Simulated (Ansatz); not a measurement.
`C[CH2][GeH3]` + `[NH2][GeH3]` → `[GeH3][NH][GeH3]` + ethane at 298.15 K and 1 bar (ligand exchange at a Ge–C bond).

Calculated with Ansatz (gas phase, PBE0-D4/def2-TZVP geometries, no zero-point term in ΔE). CCSD(T)/CBS is the MP2 limit (def2-TZVPP, def2-QZVPP) plus CCSD(T) − MP2 in def2-TZVPP, frozen cores. This one scheme is used for every species. For Ge outer-core shells are correlated without core-valence functions, which leaves a few kJ/mol of doubt a bond. Scalar relativity is left out up to krypton.

| species | CCSD(T)/CBS energy (Eh) | H − E (kJ/mol) | S (J/(mol·K)) |
| --- | --- | --- | --- |
| `C[CH2][GeH3]` | -2157.02491 | 249.2 | 311.4 |
| `[NH2][GeH3]` | -2133.81884 | 141.9 | 275.3 |
| `[GeH3][NH][GeH3]` | -4211.13400 | 183.9 | 351.8 |
| `CC` | -79.71954 | 207.7 | 227.7 |

H − E and S are ideal-gas, rigid-rotor, harmonic terms from PBE0-D4/def2-TZVP. 1 Eh = 2625.50 kJ/mol, R = 8.31446 J/(mol·K).

Task: By hand: ΔE, ΔH, ΔS and ΔG.

Result: ΔE = (-4211.13400) + (-79.71954) − (-2157.02491) − (-2133.81884) = -0.00979 Eh = -25.7 kJ/mol. Δ(H − E) = 183.9 + 207.7 − 249.2 − 141.9 = 0.5, so ΔH = -25.2 kJ/mol. ΔS = 351.8 + 227.7 − 311.4 − 275.3 = -7.2 J/(mol·K). ΔG = -25.2 − 298.15 × (-7.2)/1000 = -23.1 kJ/mol.

Task: By hand: the equilibrium constant, and the temperature at which ΔG would vanish if ΔH and ΔS stayed fixed.

Result: log₁₀ K = −ΔG/(RT ln 10) = 4.0. ΔG = 0 at ΔH/ΔS = 3500 K, far beyond where these terms or the molecules hold.

The number of gas molecules stays the same, so ΔS is small and ΔH decides. A doubt of 5 kJ/mol in ΔE shifts log₁₀ K by 0.9 here. These are equilibria of isolated gas molecules and say nothing of rates. Largest T1 diagnostic: 0.011 (customary marks: 0.02 for closed shells, 0.045 for open ones).
